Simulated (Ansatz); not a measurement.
H₁₀Si₄, triplet, at the geometry of the source list (a higher spin typed on purpose: for a closed-shell molecule this is an excited state); CCSD(T)/STO-3G run with Ansatz (a first-principles code).

The Ansatz input:
Ansatz 0.2 input:
```yaml
crystal:
  periodic: [false, false, false]
  atoms:
    - {symbol: Si, position_ang: [-0.00790000, 2.10850000, -0.74290000]}
    - {symbol: Si, position_ang: [0.05240000, 0.16720000, 0.53970000]}
    - {symbol: Si, position_ang: [1.91840000, -1.14510000, 0.07820000]}
    - {symbol: Si, position_ang: [-1.93430000, -1.03930000, 0.41950000]}
    - {symbol: H, position_ang: [1.20150000, 2.92610000, -0.62340000]}
    - {symbol: H, position_ang: [-0.14290000, 1.77620000, -2.16380000]}
    - {symbol: H, position_ang: [-1.13120000, 2.99010000, -0.41680000]}
    - {symbol: H, position_ang: [0.18940000, 0.60450000, 1.95100000]}
    - {symbol: H, position_ang: [3.18760000, -0.42850000, 0.22320000]}
    - {symbol: H, position_ang: [1.87240000, -1.62770000, -1.30480000]}
    - {symbol: H, position_ang: [2.02120000, -2.33440000, 0.92700000]}
    - {symbol: H, position_ang: [-1.95100000, -2.22530000, 1.27890000]}
    - {symbol: H, position_ang: [-3.11730000, -0.25530000, 0.78180000]}
    - {symbol: H, position_ang: [-2.15830000, -1.51700000, -0.94770000]}
basis:
  gaussian:
    orbitals: STO-3G
magnetization: {spin_polarized: true, initial_magnetization: 2}
correlation: {method: ccsd_t, electrons: outside_noble_gas}
accuracy: high
```

It wrote (shortened):

```
Functional definition: HF
947 factors; integrals over basis functions are off by at most 3.9e-9 eV
mean field evaluation 1: about -31235.1159 eV, gradient 1.0e1 eV
mean field evaluation 2: about -31235.1878 eV, gradient 1.0e1 eV
mean field evaluation 4: about -31236.7794 eV, gradient 1.7e0 eV
mean field evaluation 8: about -31237.2340 eV, gradient 3.1e-1 eV
mean field evaluation 16: about -31237.2361 eV, gradient 2.2e-8 eV
mean field evaluation 32: about -31237.2354 eV, gradient 2.8e-4 eV
mean field evaluation 64: about -31233.8046 eV, gradient 5.1e0 eV
mean field evaluation 96: about -31234.9220 eV, gradient 2.1e-3 eV
mean field evaluation 128: about -31235.7347 eV, gradient 1.8e0 eV
mean field evaluation 160: about -31234.5505 eV, gradient 5.2e0 eV
mean field evaluation 192: about -31234.9732 eV, gradient 6.0e-3 eV
mean field evaluation 224: about -31236.8193 eV, gradient 4.9e-4 eV
mean field -31237.23610685 eV, -1147.9472535675 hartree, gradient 2.3e-8 eV, S^2 2.004541; 7 other end points of the search recorded, 0 dependent functions left out
determinant -31237.23610685 eV, -1147.9472535675 hartree, with singles and doubles -31243.17173384 eV, -1148.1653838362 hartree
determinant -31237.23542188 eV, -1147.9472283954 hartree, with singles and doubles -31243.17118382 eV, -1148.1653636233 hartree
determinant -31236.81925036 eV, -1147.9319343742 hartree, with singles and doubles -31243.15417459 eV, -1148.1647385457 hartree
determinant -31236.81896969 eV, -1147.9319240596 hartree, with singles and doubles -31243.15389392 eV, -1148.1647282314 hartree
determinant -31235.24625635 eV, -1147.8741279104 hartree, with singles and doubles -31242.29212707 eV, -1148.1330588837 hartree
determinant -31234.97319153 eV, -1147.8640929636 hartree, with singles and doubles -31241.91801945 eV, -1148.1193106821 hartree
determinant -31234.92196707 eV, -1147.8622104995 hartree, with singles and doubles -31241.57133457 eV, -1148.1065702477 hartree
determinant -31234.33984344 eV, -1147.8408178504 hartree, with singles and doubles -31240.25384433 eV, -1148.0581533744 hartree
determinant -31237.23610685 eV, -1147.9472535675 hartree, with singles and doubles -31243.19282136 eV, -1148.1661587884 hartree
determinant -31237.23542188 eV, -1147.9472283954 hartree, with singles and doubles -31243.19233209 eV, -1148.1661408080 hartree
determinant -31236.81925036 eV, -1147.9319343742 hartree, with singles and doubles -31243.15569902 eV, -1148.1647945675 hartree
determinant -31236.81896969 eV, -1147.9319240596 hartree, with singles and doubles -31243.15539318 eV, -1148.1647833280 hartree
20 core orbitals not correlated
reference -31237.23610685 eV, -1147.9472535675 hartree; 14, 12 occupied and 12, 14 virtual orbitals, 947 factors
second order -4.00782364 eV of doubles, -0.00000000 eV of singles
cycle   1  -5.95671849 eV  change   -4.0e-6 eV  update   3.5e-6
cycle   2  -5.95672332 eV  change   -4.8e-6 eV  update   2.7e-6
cycle   3  -5.95672320 eV  change    1.1e-7 eV  update   1.4e-6
cycle   4  -5.95672065 eV  change    2.5e-6 eV  update   9.4e-7
cycle   5  -5.95672048 eV  change    1.7e-7 eV  update   5.2e-7
cycle   6  -5.95672058 eV  change   -9.7e-8 eV  update   4.1e-7
cycle   7  -5.95672057 eV  change    8.3e-9 eV  update   3.3e-7
cycle   8  -5.95672036 eV  change    2.1e-7 eV  update   2.7e-7
cycle   9  -5.95672006 eV  change    3.0e-7 eV  update   2.1e-7
cycle  10  -5.95671983 eV  change    2.3e-7 eV  update   1.6e-7
cycle  11  -5.95671969 eV  change    1.5e-7 eV  update   1.2e-7
cycle  12  -5.95671962 eV  change    6.1e-8 eV  update   8.6e-8
cycle  13  -5.95671959 eV  change    4.0e-8 eV  update   9.1e-8
cycle  14  -5.95671924 eV  change    3.4e-7 eV  update   1.5e-7
cycle  15  -5.95671908 eV  change    1.6e-7 eV  update   8.5e-8
cycle  16  -5.95671906 eV  change    2.0e-8 eV  update   4.9e-8
cycle  17  -5.95671909 eV  change   -2.9e-8 eV  update   3.1e-8
cycle  18  -5.95671910 eV  change   -1.3e-8 eV  update   2.0e-8
cycle  19  -5.95671910 eV  change    4.7e-9 eV  update   1.5e-8
cycle  20  -5.95671909 eV  change    8.9e-9 eV  update   1.2e-8
cycle  21  -5.95671908 eV  change    5.0e-9 eV  update   1.1e-8
cycle  22  -5.95671909 eV  change   -2.2e-9 eV  update   1.0e-8
cycle  23  -5.95671909 eV  change   -2.7e-9 eV  update   9.0e-9
cycle  24  -5.95671910 eV  change   -9.5e-9 eV  update   7.3e-9
cycle  25  -5.95671910 eV  change   -4.9e-9 eV  update   3.7e-9
cycle  26  -5.95671910 eV  change   -1.2e-9 eV  update   2.0e-9
perturbative correction -0.07681356 eV, -0.0028228461 hartree
Total energy: -31243.26963951 eV, -1148.1689818031 hartree
```
